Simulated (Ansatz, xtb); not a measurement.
Relative energy of two isomers of CH8OSSi3

We compare X, `O=C[Si@@H]([SiH3])[SiH2]S`, a singlet, with Y, `O=C[Si@@H](S)[SiH2][SiH3]`, a singlet. Both are isolated molecules in the gas phase, relaxed with PBE0-D3(BJ)/def2-SVP, each in the lowest conformer that the search found.

Estimate which is lower in electronic energy at CCSD(T)/def2-SVP + ΔMP2/def2-TZVPP, and by roughly how much.

Too close to call at this level: CCSD(T)/def2-SVP + ΔMP2/def2-TZVPP gives E(Y) − E(X) = −2.12 kJ/mol.

Level by level:

| level | geometry | E(Y) − E(X) (kJ/mol) | departure from the last row (kJ/mol) | job, with rough time for the two |
| --- | --- | --- | --- | --- |
| PBE0-D3(BJ)/def2-SVP | PBE0-D3(BJ)/def2-SVP | +4.88 | +7.00 | optimisation, 3 min |
| HF/def2-SVP | PBE0-D3(BJ)/def2-SVP | −6.68 | −4.55 | part of the CCSD(T) run |
| MP2/def2-SVP | PBE0-D3(BJ)/def2-SVP | +2.90 | +5.02 | part of the CCSD(T) run |
| CCSD(T)/def2-SVP | PBE0-D3(BJ)/def2-SVP | +1.18 | +3.30 | single point |
| CCSD(T)/def2-SVP + ΔMP2/def2-TZVPP | PBE0-D3(BJ)/def2-SVP | −2.12 |  | single point, 40 s |

As drawn, both hold the same kinds of bond in the same numbers.

The largest departure from CCSD(T)/def2-SVP + ΔMP2/def2-TZVPP is that of PBE0-D3(BJ)/def2-SVP, 7.00 kJ/mol. Levels run at GFN2-xTB geometries aren't shown. The last row adds to CCSD(T) the change of the MP2 difference between the two basis sets, here −3.30 kJ/mol.

With thermal terms from frequencies at re-optimised GFN2-xTB minima (ideal gas, soft modes damped towards free rotors, one conformer each, 298.15 K, 1 atm): the zero-point term adds +0.49 kJ/mol; ΔH is −2.26 and ΔG +0.09 kJ/mol.

The correlated steps freeze 22 core orbitals. Run with Ansatz 0.2.0, xtb 6.7.1; the last row on 2 threads of Intel(R) Xeon(R) 6975P-C (Granite Rapids) on a shared host.
